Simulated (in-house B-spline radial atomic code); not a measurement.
Xe III (Xe2+) is squeezed into an impenetrable sphere of radius R (the orbitals vanish at R). Computed with a radial B-spline atomic code at the basis-set limit: non-relativistic r2SCAN, spin-polarised, spherical fractional occupations, point nucleus.

Energies in eV above the free ion in [Kr] 4d10 5s2 5p4:

| R (bohr) | highest level (eV) | [Kr] 4d10 5s2 5p4 | [Ar] 3d9 4s2 4p6 4d10 4f1 5s2 5p4 | [Ar] 3d10 4s2 4p5 4d10 5s2 5p4 5d1 |
| --- | --- | --- | --- | --- |
| 9.23 | -25.6 | -8.232e-05 | 699.4 | 154.6 |
| 6.05 | -25.5 | 0.04311 | 699.5 | 154.8 |
| 5.43 | -25.4 | 0.1835 | 699.7 | 155.1 |
| 4.35 | -24.2 | 2.079 | 701.7 | 158 |
| 3.61 | -20.8 | 10.26 | 709.6 | 168.5 |
| 2.81 | -7.31 | 56.02 | 754.6 | 223.5 |
| 2.76 | -5.69 | 62.38 | 760.9 | 231.1 |
| 2.16 | 33.4 | 239.6 | 935.6 | 438.2 |
| 1.65 | 149 | 890.1 | 1577 | 1174 |
| 1.38 | 311 | 1990 | 2666 | 2387 |

(1) Does [Ar] 3d9 4s2 4p6 4d10 4f1 5s2 5p4 fall below [Kr] 4d10 5s2 5p4 under compression?

(2) Does [Ar] 3d10 4s2 4p5 4d10 5s2 5p4 5d1 fall below [Kr] 4d10 5s2 5p4 under compression?

The highest level is first positive in the row R = 2.16 bohr, pushed up by confinement above the zero of the free ion's potential. Each configuration is held fixed and needn't be the lowest in the sphere.

Answers

(1) No, it stays above over the whole range.

(2) No, it stays above over the whole range.
